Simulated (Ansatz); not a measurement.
CH$_{2}$F$_{3}$Si (`[CH2][Si](F)(F)F`) radical. The species carries charge 0 and has multiplicity 2.

Z-matrix (Å, degrees):
```
Si
F 1 1.577
F 1 1.578 2 106.8
C 1 1.812 2 111.1 3 -123.2
F 1 1.577 2 108.2 3 114.5
H 4 1.084 1 122.2 2 28.0
H 4 1.084 1 122.2 2 -153.2
```

List the harmonic frequencies (cm⁻¹, unscaled) at PBE0-D4/def2-TZVP in Ansatz. (Estimate.)

The calculation gave: 14, 227, 228, 326, 333, 387, 603, 736, 741, 925, 975, 995, 1393, 3164, 3263.
